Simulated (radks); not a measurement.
The numbers below are computed, except where a source is named.
These are the eigenvalues of the occupied orbitals of an atom or ion with whole-number occupations (hartree). Level of theory: scalar-relativistic Kohn-Sham, LDA (Slater exchange, Perdew-Wang correlation), spin-polarised, spherical densities, finite nucleus; Fermi nuclear charge, rms radius of each element as measured or else 0.836 A^(1/3) + 0.57 fm (a radial shooting solver on a logarithmic mesh with Libxc functionals).

orbital  eigenvalue
1s down   -1971.044
1s up     -1971.044
2s up     -329.3577
2s down   -329.3534
2p up     -292.5437
2p down   -292.5406
3s up     -74.39379
3s down   -74.29403
3p up     -63.08836
3p down   -62.98933
3d up     -48.49201
3d down   -48.41472
4s up     -15.82374
4s down   -15.61695
4p up     -12.08618
4p down   -11.88291
4d up      -6.98904
4d down    -6.79128
5s up      -2.85954
5s down    -2.76723
5p up      -1.90943
5p down    -1.84059
4f up      -1.40974
4f down    -1.23125
6s up      -0.69703
6s down    -0.68580

Which element is it, and in what charge state? The configuration may be excited. Open shells, if any, are filled with parallel spins first.

Answer. Z = 66, dysprosium, charge +2: Dy2+ in [Xe] 4f8 6s2. The list shows which subshells hold electrons but not how many an open one holds; the 1s level, -1971 hartree, gives Z - s = 62.8 by -(Z - s)^2/2, which with screening and relativity narrows Z to a few neighbours, and the depths of the outer levels then fix element, charge and occupations together.
